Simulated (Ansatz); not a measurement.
Mulliken charges of C2H3NOSe (`N=C1OC[Se]1`) from PBE/def2-TZVPP in Ansatz (PBE0-D4/def2-TZVP geometry).

```tsv
atom	x (Å)	y (Å)	z (Å)	charge (e)
N1	-0.058	1.461	1.465	-0.199
C2	-0.034	0.652	0.524	0.038
O3	0.196	-0.676	0.667	-0.156
C4	0.119	-1.141	-0.676	-0.076
Se5	-0.252	0.637	-1.409	-0.028
H6	-0.244	2.414	1.180	0.172
H7	1.070	-1.558	-1.004	0.125
H8	-0.703	-1.844	-0.802	0.125
```

Task: By hand: the dipole of these point charges (1 e Å = 4.8032 D).

Result: Σ q r = (-0.018, -0.102, -0.308) e Å, of length 0.325 e Å = 1.56 D.

Task: How does the dipole of the full density compare? (Best estimate.)

Result: Ansatz gave: (-0.035, -0.137, -0.501) e Å, 2.50 D; the point charges give 0.62 times that, at 3° from its direction.

Point charges leave out the atoms' own dipoles, such as those of lone pairs, and Mulliken's split depends on the basis, so the two needn't agree.
